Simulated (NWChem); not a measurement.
AlNH₃OCl; SMILES [NH2][Al]([OH])[Cl]

```xyz
7

Al     0.0866    -0.3426     0.0000
Cl    -0.1574     1.7504     0.0000
O      1.6872    -0.9315     0.0000
H      1.8867    -1.8750     0.0000
N     -1.3677    -1.3515     0.0000
H     -1.3935    -2.3628     0.0000
H     -2.3053    -0.9696     0.0000
```
Atoms are numbered in this order, from 1.

Program: NWChem. Pople sets run with spherical d functions. STO-3G and 3-21G are far too small for this property and stand as cheap habits. Geometry: optimised at B3LYP/6-31G* (spherical d). Field at 589 nm.

| level | isotropic polarisability (bohr³) | anisotropy (bohr³) | relative time |
|---|---|---|---|
| B3LYP/STO-3G | 19.9 | 23.1 | 1 |
| B3LYP/6-31G* | 38.9 | 16.0 | 7 |
| B3LYP/def2-SVP | 37.9 | 15.3 | 6 |
| B3LYP/def2-SVPD | 52.4 | 12.1 | 20 |
| B3LYP/aug-cc-pVDZ | 53.1 | 12.5 | 60 |

Times are rough ratios from one shared machine.
